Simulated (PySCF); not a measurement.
## Xenon: a sound run and one with changed settings

Sound run: Xe⁺ [Kr] 4d10 5s2 5p5, Xe²⁺ [Kr] 4d10 5s2 5p4. Computed with PySCF 2.14 in cc-pVDZ-PP with ECP28MDF, with scalar relativity through the core potential. The sound run starts from symmetry-adapted Hartree-Fock orbitals and uses a fine grid where one is needed.

A second run was set up differently.

```tsv
species	method	sound run (hartree)	changed run (hartree)	converged
Xe⁺	UHF	-327.86494	-327.86494	yes
Xe⁺	TPSS	-328.77543	-337.32143	yes
Xe⁺	MN15	-328.08942	-326.82816	yes
Xe²⁺	UHF	-327.12446	-327.12446	yes
Xe²⁺	TPSS	-327.99893	-336.24547	yes
Xe²⁺	MN15	-327.31938	-325.98875	yes
```

Ionisation energy of Xe⁺:

```json
{"method": "UHF", "sound run (eV)": "20.150", "changed run (eV)": "20.150"}
{"method": "TPSS", "sound run (eV)": "21.130", "changed run (eV)": "29.278"}
{"method": "MN15", "sound run (eV)": "20.954", "changed run (eV)": "22.842"}
```

Q: What was changed?
A. too few SCF iterations
B. all electrons correlated in a valence basis
C. minimal basis
D. radial grid too coarse

A: D. It used radial step 1.2 in ln r (0.13 in the sound run). A coarse radial grid mis-integrates the density and the exchange-correlation energy, with errors of either sign; Hartree-Fock needs no grid.
